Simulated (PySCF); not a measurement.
**Ru²⁺ (ruthenium, charge +2) across methods**

[Kr] 4d6, high-spin 5D determinant. Calculation: PySCF 2.14, in x2c-TZVPPall (8s6p6d2f1g, 79 functions); scalar relativity by spin-free X2C-1e. The B2PLYP total includes its PT2 part (frozen core); its orbital energies are those of the SCF part.

```
 method  E (hartree)  mean ε 4p β (eV)  mean ε 4d α (eV)  mean ε 4d β (eV)  Σ⟨r²⟩ (bohr²)   ⟨S²⟩
   BP86     -4529.95           -64.692           -25.363           -22.871          30.93  6.001
 B2PLYP     -4528.89           -69.932           -28.802           -25.729          30.80  6.002
    UHF  -4527.21001           -74.164           -31.853           -27.993          30.62  6.003
LC-wPBE     -4529.02           -69.807           -29.943           -27.226          30.75  6.001
 r2SCAN     -4529.43           -65.260           -25.673           -22.764          30.75  6.002
    PBE     -4529.01           -64.522           -25.323           -22.695          30.98  6.001
   PBE0     -4529.10           -67.279           -27.160           -24.286          30.79  6.001
 PBEsol     -4526.63           -64.538           -25.306           -22.616          30.96  6.001
    LDA     -4524.35           -64.861           -25.441           -22.788          31.04  6.001
```
